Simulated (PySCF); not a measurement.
Cl₃OSi, charge -1, multiplicity 1. Atoms are numbered in the order given.

```xyz
5

O      0.0000     0.0000     2.0698
Si     0.0000     0.0000     0.5037
Cl     1.6606     0.9587    -0.4629
Cl    -1.6606     0.9587    -0.4629
Cl     0.0000    -1.9175    -0.4629
```
Charge -1, spin multiplicity 1.

The structure is a stationary point at PBE-D3(BJ)/def2-SVPD. The multiplicity is an assumed one; other spin states were not compared. The isomer is the one that the SMILES or the coordinates give; other isomers of the formula were not compared.

Method: PBE-D3(BJ)/def2-SVPD run with PySCF.

Frequencies are harmonic and unscaled.

Modes within 1.5 cm⁻¹ of each other (mostly degenerate sets) share a row, with their intensities summed.

Computed harmonic wavenumbers and intensities:
```csv
mode,ν (cm⁻¹),IR (km/mol),moving atoms (share of kinetic energy)
1–2,145,1.3,"Cl 83 %, O 14 %"
3,208,0.2,"Cl 69 %, Si 19 %, O 12 %"
4–5,258,19.7,"O 50 %, Cl 45 %"
6,398,14.9,"Cl 60 %, Si 22 %, O 17 %"
7–8,471,444.5,"Si 71 %, Cl 27 %"
9,1115,165.8,"O 60 %, Si 40 %"
```
